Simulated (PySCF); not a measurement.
Species: 2-chloro-3-fluoropyridine, C5H3ClFN.
Structure used (GFN2-xTB), in Å, numbered top down from 1:
```xyz
11
C5H3ClFN angstrom
F      1.8448    1.7513    0.2471
C      0.9165    0.7939    0.1158
C     -0.4222    1.1343    0.0534
C     -1.3532    0.1143   -0.0831
C     -0.8928   -1.1905   -0.1493
N      0.3889   -1.5099   -0.0887
C      1.2807   -0.5524    0.0414
Cl     2.9301   -1.0183    0.1178
H     -0.7114    2.1723    0.1111
H     -2.4073    0.3343   -0.1354
H     -1.5686   -2.0267   -0.2561
```

Probes without a nucleus sit at each ring's centroid and 1 Å off its mean plane on both sides; NICS is minus the shielding there, NICSzz its component along the normal. Level: GIAO PBE0/pcSseg-1 (PySCF, non-relativistic, gas phase) on the GFN2-xTB geometry, one conformer.

Ring bond lengths (Å), with Mayer bond orders in brackets: C2–C3 1.383 (1.44), C3–C4 1.388 (1.40), C4–C5 1.385 (1.40), C5–N6 1.322 (1.47), N6–C7 1.315 (1.50), C7–C2 1.397 (1.19).

Give the NICS values of each ring in ppm.

| ring | type | NICS(0) | NICS(1), two faces | NICS(1)zz, two faces | rms pucker (Å) | centre to ring atoms, mean (Å) |
| --- | --- | --- | --- | --- | --- | --- |
| C2–C3–C4–C5–N6–C7 | 6-membered ring with N; formal bonds all aromatic | -9.4 | -11.1 / -11.1 | -26.7 / -26.7 | 0.00 | 1.36 |

What can be read from them?

- C2–C3–C4–C5–N6–C7: mean NICS(1)zz -26.7 ppm, shielded. For a flat ring without four-coordinate atoms the NICS criterion counts such a value as aromatic.

What does the geometric index give? Use HOMA with the parameters of Krygowski (1993).

- C2–C3–C4–C5–N6–C7: HOMA 0.99; the largest term is that of N6–C7, α(R − Ropt)² = 0.03. The geometric and the magnetic index point the same way.

At the second NICS(1) probe listed for ring C2–C3–C4–C5–N6–C7, 1 Å off the ring, what do the in-plane components average?

The isotropic value is a third of the trace: (3 × -11.1 − (-26.7))/2 = -3.3 ppm.

Give the inner angles of the rings and the Hirshfeld charges of the ring atoms.

- C2–C3–C4–C5–N6–C7: C2 119.2° (+0.078 e), C3 118.2° (-0.043 e), C4 118.3° (-0.045 e), C5 123.2° (+0.019 e), N6 119.1° (-0.156 e), C7 122.0° (+0.057 e); sum 720.0° against 720° for a flat convex ring.

What are the shieldings of the ring atoms and their hydrogens in the same run (means over atoms taken as equivalent)?

```tsv
atoms	environment	σ isotropic (ppm)
C2	aromatic C–F carbon	21.5
C3	aromatic CH carbon	56.3
C4	aromatic CH carbon	59.1
C5	aromatic CH next to a ring nitrogen	37.0
N6	pyridine-type nitrogen	-92.5
C7	aromatic C–Cl carbon	36.2
H9	aromatic hydrogen	24.02
H10	aromatic hydrogen	24.41
H11	aromatic hydrogen	23.21
```
